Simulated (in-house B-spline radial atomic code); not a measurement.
BHandHLYP excitations of Ar

Method: BHandHLYP. Computed with an all-electron radial atomic-structure program (B-spline basis): linear response of the closed shell [Ne] 3s2 3p6 with the functional's adiabatic kernel; scalar-relativistic (spin-free one-electron X2C), finite nucleus, no spin-orbit coupling, no double excitations, S, P, D and F terms only. Only terms of natural parity with L up to 3 were computed.

Command:
```bash
python run_td.py task.json out
```
Settings (radii: box in bohr, nucleus in fm):
```
Z                        18
electrons                18
configuration            [Ne] 3s2 3p6
hamiltonian              x2c
method                   bhandhlyp
box_radius               75
rms_radius               3.4274
intervals                78
```

Run time, properties included: 0.8 s on 1 thread of Intel(R) Xeon(R) Platinum 8559C (Emerald Rapids), with other jobs on the host.

The lowest states, in the order of their Tamm-Dancoff energies; the method's threshold (minus the highest occupied level) is 13.527 eV. Labels give the largest channel, * marks a mixed state, and oscillator strengths are full-response dipole values. Semilocal kernels can invert the small singlet-triplet splittings of Rydberg terms. Energies in eV:

| state | full response | Tamm-Dancoff | oscillator strength |
| --- | --- | --- | --- |
| 3p → 4s 3P | 11.096 | 11.104 | - |
| 3p → 4s 1P | 11.273 | 11.279 | 0.261 |
| 3p → 4p 3S | 12.293 | 12.302 | - |
| 3p → 4p 3D | 12.380 | 12.386 | - |
| 3p → 4p 1D | 12.416 | 12.417 | - |
| 3p → 4p 1S | ? | ? | - |
| 3p → 5s 3P | 12.877 | 12.878 | - |
| 3p → 5s 1P | 12.903 | 12.903 | 0.0263 |
| 3p → 3d 3P | 13.069 | 13.071 | - |
| 3p → 3d 3F | 13.074 | 13.078 | - |
| 3p → 3d 1F | 13.087 | 13.087 | - |
| 3p → 5p 3S | 13.092 | 13.094 | - |
| 3p → 3d 1P | 13.104 | 13.105 | 0.0278 |
| 3p → 5p 3D | 13.108 | 13.109 | - |
| 3p → 5p 1D | ? | ? | - |

Q: Where does 3p → 4p 1S lie?

A: At 12.615 eV in full response, 12.636 eV in Tamm-Dancoff.

Q: Where does 3p → 5p 1D lie?

A: At 13.115 eV in full response, 13.116 eV in Tamm-Dancoff.

Q: How large is the singlet-triplet splitting of 3p → 4s (P terms) in Tamm-Dancoff?

A: 0.175 eV, from the unrounded values.

Q: What polarisabilities and dispersion coefficient does the method give?

A: Dipole 11.2 bohr³, quadrupole 54.4 bohr⁵, C6 64.85 hartree·bohr⁶ for two such species. Recommended dipole value: 11.083 ± 0.007 bohr³ (Schwerdtfeger and Nagle, table of static dipole polarizabilities (2023 update)), which includes relativity and correlation.
